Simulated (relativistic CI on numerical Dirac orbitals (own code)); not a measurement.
Calculated levels, Sn XXXII

Calculated at this level of theory: Dirac-Coulomb-Breit CI, orbitals from a KLI potential per configuration, QED by a radiative potential, unscaled Slater integrals (own radial code, finite nucleus).

CI space (outside the closed core [Ne]): 3s2 3p6 3d, 3s2 3p5 3d2, 3s 3p6 3d2, 3s2 3p6 4s, 3s2 3p6 4p, 3s2 3p6 4d, 3s2 3p5 3d 4s, 3s2 3p6 4f, 3s2 3p5 3d 4p, 3p6 3d3, 3p5 3d4, 3p5 3d3 4s. Double excitations out of closed p, d and f shells are left out; levels of such configurations are missing from the list, as are those of other unlisted configurations, and high levels can miss mixing partners. These lack a partner that the ground configuration has and come out too high: 3s2 3p5 3d 4p.

The lowest level is 3s2 3p6 3d 2D_3/2, with 100 % of that term; Hund's rules for 3s2 3p6 3d give 2D with J = 3/2, in agreement.

| No. | Configuration | Term | J | E (Ry) | % | Next component (%) | jj configuration (%) |
| --- | --- | --- | --- | --- | --- | --- | --- |
| 1 | 3s2 3p6 3d | 2D | 3/2 | 0.0000 | 100 |  | 3d3/2 (100) |
| 2 | 3s2 3p6 3d | 2D | 5/2 | 0.8402 | 100 |  | 3d5/2 (100) |
| 3 | 3p5 3d2(3F) | 4D° | 1/2 | 10.7373 | 93 | 6 2P° | 3p3/2^3 3d3/2^2 (79) |
| 4 | 3p5 3d2(3F) | 4D° | 3/2 | 10.8361 | 66 | 18 4F° | 3p3/2^3 3d3/2^2 (84) |
| 5 | 3p5 3d2(3F) | 4F° | 5/2 | 11.1392 | 40 | 32 4D° | 3p3/2^3 3d3/2^2 (75) |
| 6 | 3p5 3d2(3F) | 4G° | 7/2 | 11.3707 | 44 | 24 2G° | 3p3/2^3 3d3/2^2 (85) |
| 7 | 3p5 3d2(3F) | 4D° | 5/2 | 11.5860 | 37 | 26 2F° | 3p3/2^3 3d3/2 3d5/2 (80) |
| 8 | 3p5 3d2(3F) | 4D° | 7/2 | 11.7871 | 58 | 23 4F° | 3p3/2^3 3d3/2 3d5/2 (70) |
| 9 | 3p5 3d2(3F) | 4G° | 9/2 | 11.7981 | 74 | 14 4F° | 3p3/2^3 3d3/2 3d5/2 (98) |
| 10 | 3p5 3d2(3P) | 4P° | 3/2 | 12.0190 | 27 | 25 2D° | 3p3/2^3 3d3/2^2 (62) |
| 11 | 3p5 3d2(3F) | 4D° | 3/2 | 12.0397 | 26 | 26 2P° | 3p3/2^3 3d3/2 3d5/2 (71) |
| 12 | 3p5 3d2(3F) | 4G° | 11/2 | 12.0981 | 80 | 20 2H° | 3p3/2^3 3d3/2 3d5/2 (64) |
| 13 | 3p5 3d2(3P) | 4P° | 5/2 | 12.1066 | 52 | 26 2F° | 3p3/2^3 3d3/2 3d5/2 (93) |
| 14 | 3p5 3d2(3F) | 2G° | 7/2 | 12.3178 | 43 | 29 2F° | 3p3/2^3 3d3/2 3d5/2 (95) |
| 15 | 3p5 3d2(3P) | 4P° | 1/2 | 12.5403 | 42 | 30 2P° | 3p3/2^3 3d3/2 3d5/2 (92) |
| 16 | 3p5 3d2(1D) | 2F° | 7/2 | 12.7509 | 49 | 32 4D° | 3p3/2^3 3d3/2 3d5/2 (88) |
| 17 | 3p5 3d2(3F) | 4F° | 9/2 | 12.7595 | 58 | 37 2G° | 3p3/2^3 3d3/2 3d5/2 (50) |
| 18 | 3p5 3d2(1D) | 2D° | 5/2 | 12.7828 | 49 | 24 4D° | 3p3/2^3 3d3/2 3d5/2 (61) |
| 19 | 3p5 3d2(3P) | 2D° | 3/2 | 12.9412 | 24 | 20 2P° | 3p3/2^3 3d3/2 3d5/2 (88) |
| 20 | 3p5 3d2(1G) | 2H° | 11/2 | 12.9506 | 80 | 20 4G° | 3p3/2^3 3d5/2^2 (64) |
| 21 | 3p5 3d2(3P) | 2D° | 5/2 | 13.0616 | 38 | 23 4D° | 3p3/2^3 3d5/2^2 (61) |
| 22 | 3p5 3d2(1D) | 2F° | 7/2 | 13.3328 | 53 | 33 4D° | 3p3/2^3 3d5/2^2 (85) |
| 23 | 3p5 3d2(1D) | 2P° | 1/2 | 13.4790 | 63 | 21 4P° | 3p3/2^3 3d5/2^2 (89) |
| 24 | 3p5 3d2(1G) | 2G° | 9/2 | 13.5110 | 59 | 34 2H° | 3p3/2^3 3d3/2 3d5/2 (51) |
| 25 | 3p5 3d2(3P) | 2D° | 3/2 | 13.5481 | 43 | 25 4F° | 3p3/2^3 3d3/2 3d5/2 (63) |
| 26 | 3p5 3d2(1G) | 2F° | 5/2 | 13.7926 | 51 | 33 4G° | 3p3/2^3 3d3/2 3d5/2 (55) |
| 27 | 3p5 3d2(1G) | 2G° | 7/2 | 14.3900 | 43 | 31 4D° | 3p3/2^3 3d5/2^2 (72) |
| 28 | 3p5 3d2(3P) | 4D° | 1/2 | 14.4643 | 43 | 37 2P° | 3p3/2^3 3d3/2 3d5/2 (58) |
| 29 | 3p5 3d2(3F) | 4F° | 5/2 | 14.6028 | 32 | 28 4D° | 3p3/2^3 3d5/2^2 (46) |
| 30 | 3p5 3d2(1S) | 2P° | 3/2 | 14.6418 | 39 | 32 2D° | 3p3/2^3 3d5/2^2 (85) |
| 31 | 3p5 3d2(1S) | 2P° | 3/2 | 15.0959 | 56 | 19 4S° | 3p3/2^3 3d5/2^2 (66) |
| 32 | 3p5 3d2(3F) | 4G° | 7/2 | 15.7929 | 41 | 27 2G° | 3p1/2 3p3/2^4 3d3/2 3d5/2 (95) |
| 33 | 3p5 3d2(3F) | 2F° | 5/2 | 15.8352 | 75 | 14 4G° | 3p1/2 3p3/2^4 3d3/2^2 (64) |
| 34 | 3p5 3d2(3F) | 2D° | 5/2 | 16.0844 | 34 | 29 2F° | 3p1/2 3p3/2^4 3d3/2 3d5/2 (88) |
| 35 | 3p5 3d2(3P) | 4D° | 3/2 | 16.2466 | 36 | 34 2D° | 3p1/2 3p3/2^4 3d3/2 3d5/2 (92) |
| 36 | 3p5 3d2(3F) | 2G° | 9/2 | 16.3072 | 46 | 24 2H° | 3p1/2 3p3/2^4 3d3/2 3d5/2 (80) |
| 37 | 3p5 3d2(3P) | 2S° | 1/2 | 16.3841 | 40 | 32 4P° | 3p1/2 3p3/2^4 3d3/2 3d5/2 (95) |
| 38 | 3p5 3d2(3F) | 2F° | 7/2 | 16.7956 | 37 | 32 4D° | 3p1/2 3p3/2^4 3d5/2^2 (89) |
| 39 | 3p5 3d2(1D) | 2P° | 3/2 | 17.2302 | 28 | 23 2D° | 3p1/2 3p3/2^4 3d5/2^2 (93) |
| 40 | 3p5 3d2(1G) | 2G° | 9/2 | 17.2415 | 45 | 38 2H° | 3p1/2 3p3/2^4 3d5/2^2 (79) |
| 41 | 3p5 3d2(3P) | 2D° | 5/2 | 17.4534 | 40 | 34 2F° | 3p1/2 3p3/2^4 3d5/2^2 (96) |
| 42 | 3p5 3d2(3P) | 2P° | 1/2 | 17.5424 | 68 | 21 4D° | 3p1/2 3p3/2^4 3d3/2^2 (57) |
| 43 | 3p5 3d2(1G) | 2F° | 7/2 | 18.0731 | 74 | 23 2G° | 3p1/2 3p3/2^4 3d3/2 3d5/2 (90) |
| 44 | 3p5 3d2(3F) | 2D° | 3/2 | 18.1450 | 85 | 9 2P° | 3p1/2 3p3/2^4 3d3/2^2 (76) |
| 45 | 3p5 3d2(3F) | 2D° | 5/2 | 18.5217 | 79 | 10 2F° | 3p1/2 3p3/2^4 3d3/2 3d5/2 (71) |
| 46 | 3p5 3d2(3P) | 2P° | 3/2 | 18.6920 | 78 | 8 4S° | 3p1/2 3p3/2^4 3d3/2 3d5/2 (77) |
| 47 | 3p5 3d2(1S) | 2P° | 1/2 | 18.6934 | 95 | 3 4D° | 3p1/2 3p3/2^4 3d5/2^2 (77) |
| 48 | 3s 3d2(3F) | 4F | 3/2 | 23.9951 | 92 | 8 2D | 3s 3d3/2^2 (89) |
| 49 | 3s 3d2(3F) | 4F | 5/2 | 24.2534 | 86 | 8 2D | 3s 3d3/2^2 (67) |
| 50 | 3s 3d2(3F) | 4F | 7/2 | 24.7478 | 97 | 2 2F | 3s 3d3/2 3d5/2 (92) |
| 51 | 3s 3d2(3P) | 4P | 1/2 | 25.0172 | 91 | 8 2S | 3s 3d3/2^2 (70) |
| 52 | 3s 3d2(3F) | 4F | 9/2 | 25.1798 | 89 | 11 2G | 3s 3d3/2 3d5/2 (51) |
| 53 | 3s 3d2(3P) | 4P | 5/2 | 25.2614 | 51 | 32 2D | 3s 3d3/2 3d5/2 (79) |
| 54 | 3s 3d2(3P) | 4P | 3/2 | 25.3357 | 93 | 6 2D | 3s 3d3/2 3d5/2 (98) |
| 55 | 3s 3d2(3F) | 2F | 5/2 | 25.7788 | 69 | 25 4P | 3s 3d3/2 3d5/2 (78) |
| 56 | 3s 3d2(1D) | 2D | 3/2 | 25.8860 | 73 | 14 2P | 3s 3d3/2 3d5/2 (66) |
| 57 | 3s 3d2(1G) | 2G | 7/2 | 26.0073 | 78 | 22 2F | 3s 3d3/2 3d5/2 (100) |
| 58 | 3s 3d2(1G) | 2G | 9/2 | 26.2679 | 89 | 11 4F | 3s 3d5/2^2 (51) |
| 59 | 3s 3d2(1D) | 2D | 5/2 | 26.4254 | 58 | 23 4P | 3s 3d5/2^2 (90) |
| 60 | 3s 3d2(3P) | 2P | 1/2 | 26.5181 | 87 | 9 2S | 3s 3d3/2 3d5/2 (78) |
| 61 | 3s 3d2(3F) | 2F | 7/2 | 26.7728 | 76 | 21 2G | 3s 3d5/2^2 (91) |
| 62 | 3s 3d2(3P) | 2P | 3/2 | 27.1577 | 85 | 13 2D | 3s 3d5/2^2 (74) |
| 63 | 3s 3d2(1S) | 2S | 1/2 | 27.8644 | 83 | 12 2P | 3s 3d5/2^2 (90) |
| 64 | 3p6 3d3 | 4F | 3/2 | 49.5320 | 76 | 20 2D | 3d3/2^3 (80) |
| 65 | 3p6 3d3 | 4F | 5/2 | 50.0329 | 93 | 6 2D | 3d3/2^2 3d5/2 (93) |
| 66 | 3p6 3d3 | 4F | 7/2 | 50.3587 | 76 | 21 2G | 3d3/2^2 3d5/2 (67) |
| 67 | 3p6 3d3 | 4F | 9/2 | 50.5094 | 40 | 39 2G | 3d3/2^2 3d5/2 (81) |
| 68 | 3p6 3d3 | 4P | 3/2 | 50.5139 | 47 | 32 2P | 3d3/2^2 3d5/2 (84) |
| 69 | 3p6 3d3 | 4P | 1/2 | 50.6796 | 71 | 29 2P | 3d3/2^2 3d5/2 (97) |
| 70 | 3p6 3d3 | 2G | 7/2 | 51.0876 | 73 | 24 4F | 3d3/2 3d5/2^2 (77) |

Energies count from the lowest computed level; ° marks odd parity. Percentages are summed over parent terms; the parents shown are those of the largest component, closed shells are left out there. Filled j subshells are mostly left out of the jj labels.

The mean weight of the leading LS term, summed over parents, in these 70 levels is 62 %, and that of the leading jj configuration (from the same eigenvectors) 78 %, so jj coupling describes them better and the LS labels are nominal.

At this charge energies of transitions that change n are usually good to better than 1 %, and those within a shell (Δn = 0) to a few per cent.

LS names give the leading component of a level, which can be under half, so a name can repeat, a term be missing and a line seem to break the LS rules.
